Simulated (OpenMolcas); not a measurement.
Re3+ in a point-charge field

Re3+ among 6 point charges of -1.7 e arranged as a trigonal prism (D3h), 1.9 Å from the ion, with a polar angle of 55.0° against the regular 49.1°.
```
   1.5562    0.0000    1.0900  -1.70
  -0.7781    1.3477    1.0900  -1.70
  -0.7781   -1.3477    1.0900  -1.70
   1.5562    0.0000   -1.0900  -1.70
  -0.7781    1.3477   -1.0900  -1.70
  -0.7781   -1.3477   -1.0900  -1.70
```

```
Program             : OpenMolcas
Method              : CASSCF
Basis               : ANO-RCC-VDZP [7s6p4d2f1g]
Scalar Hamiltonian  : DKH2, point nucleus
Active space        : 4 electrons in 5 orbitals (5d)
State averaging     : 2S+1 = 5 even, 5 roots; 2S+1 = 3 even, 45 roots; 2S+1 = 1 even, 50 roots
Spin-orbit coupling : state interaction with AMFI integrals over the reference wave functions
```

The lowest spin-free states (labels of D3, the rotations of D3h), above the lowest:

```
   State  Degeneracy  E (cm-1)  Free-ion L (%)
      5E           2       0.0         D (100)
     3A2           1      4982          H (47)
      5E           2      9936         D (100)
     5A1           1     11839         D (100)
      3E           2     11971          G (43)
      1E           2     11984          I (59)
      3E           2     14309          H (74)
     3A2           1     14745          F (61)
     1A1           1     15071          G (71)
2S+1 = 3           2     15319          H (97)
     3A1           1     15595          F (57)
      3E           2     17402          P (51)
     3A1           1     17630          G (88)
     3A2           1     19011          G (91)
      3E           2     19547          F (44)
     1A2           1     21591          I (86)
     1A1           1     22431          I (86)
2S+1 = 1           2     22533          I (32)
2S+1 = 1           2     22755          I (85)
      1E           2     23554          G (55)
```

The lowest levels with spin-orbit coupling:

```tsv
E (cm-1)	Degeneracy	2S+1	g
0.0	1	5 (63 %)	
1557	2	5 (80 %)	0.00 0.00 4.86
3893	1	5	
4485	2	5	0.00 0.00 2.76
5413	2	5	0.00 0.00 5.88
6293	1	5 (85 %)	
6295	1	5 (85 %)	
9120	1	3 (50 %)	
11354	1	5 (80 %)	
11674	1	5 (69 %)	
11951	2	3 (78 %)	0.00 0.00 3.84
12029	2	3 (46 %)	0.00 0.00 8.20
13554	2	5 (76 %)	0.00 0.00 0.42
14076	2	5 (49 %)	0.00 0.00 3.60
14456	2	3 (54 %)	0.00 0.00 4.90
14929	1	5 (64 %)	
15095	1	5 (50 %)	
15348	1	3 (81 %)	
15350	1	3 (65 %)	
16045	2	5 (60 %)	0.00 0.00 3.01
```

Powder χT (cm3 K/mol): 0.0018 at 2 K, 0.00901 at 10 K, 0.0451 at 50 K, 0.0901 at 100 K, 0.18 at 200 K, 0.271 at 300 K. The effective moment at 300 K is 2.828 √(χT) = 1.47 μB.

Spin-orbit coupling mixes the spin-free states strongly: the lowest level takes only 55 % from its leading state, 5E. An orbital doublet at a regular site is open to a Jahn-Teller distortion, which this geometry leaves out. Without dynamic correlation the repulsion within the d shell is too large (B by tens of per cent), so at a given field states of lower spin stand too high. This shell can be high or low spin here, a state of another spin lies low, and with metal d orbitals alone active their balance is uncertain, so the ground spin may be wrong. Point charges give a weaker field than real ligands, and real ions of this kind are as a rule low spin; the high spin found here belongs to the model. Point charges carry no covalency, so the field is a model and not that of real ligands. An unlabelled pair can be two single states that coincide in this model. No measured value stands beside these numbers.

With an even number of electrons the g values are those of a degenerate or nearly degenerate non-Kramers pair.
